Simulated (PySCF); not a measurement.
## YH₂⁺, singlet: computed properties

All numbers come from PBE0/[Y def2-TZVP with ECP28, H def2-TZVP], scalar-relativistic core potentials, density fitting, no spin–orbit coupling, PySCF.

The structure is a minimum.

```json
{
 "Point group": "C2v",
 "Bond lengths": "Y–H 1.882 Å (×2)",
 "Bond angles": "H–Y–H 106.9°",
 "Heat capacity Cp at 298.15 K": "38.7 J/(mol K)",
 "Lowest empty level": "-7.86 eV",
 "Highest occupied level": "-12.89 eV",
 "Principal polarisabilities": "20.2, 33.6, 49.1 bohr³",
 "Entropy at 298.15 K and 1 bar": "228.8 J/(mol K)",
 "Rotational constants": "6.799, 3.66, 2.379 cm⁻¹",
 "Dipole moment about the centre of mass": "4.46 D",
 "Principal quadrupole moments (Buckingham, traceless) about the centre of mass": "-7.67, -0.04, 7.70 D Å",
 "Zero-point energy": "23.1 kJ/mol",
 "Rotational symmetry number": "2",
 "Enthalpy at 298.15 K above 0 K": "10.49 kJ/mol"
}
```

Harmonic modes (masses in u: Y 88.906, H 1.008):
| symmetry | ω (cm⁻¹) | IR (km/mol) | μ (u) | type |
| --- | --- | --- | --- | --- |
| a1 | 515 | 75.3 | 1.02 | bend |
| b2 | 1651 | 361 | 1.02 | stretch |
| a1 | 1690 | 97.1 | 1.02 | stretch |

In C2v the vibrations span 2a1 + b2. Here b1 is antisymmetric to the molecular plane and b2 lies in it.

Charges (e):
```json
{"atom": "Y1", "Mulliken": "1.13", "Löwdin": "1.18", "polar tensor": "1.77", "Mayer order to Y1": "–"}
{"atom": "H2,3", "Mulliken": "-0.06", "Löwdin": "-0.09", "polar tensor": "-0.39", "Mayer order to Y1": "0.99"}
```

Mulliken populations on Y1 (electrons outside its core potential): s 2.59, p 6.20, d 1.06, f 0.02.

Formally Y is in oxidation state +3, d0. A d0 centre has no lone pair, yet it is C2v rather than linear: covalent bonding through the d orbitals favours lower symmetry. The polar-tensor charge on Y, 1.77, is far below the formal one.

Stability towards spin polarisation was not tested. This need not be the most stable arrangement of these atoms.

The final relaxation and frequency run took 5.6 s on 2 threads of a shared Arm Neoverse V1 host, with 52 basis functions and 8 gradients; the process peaked at 0.58 GiB.
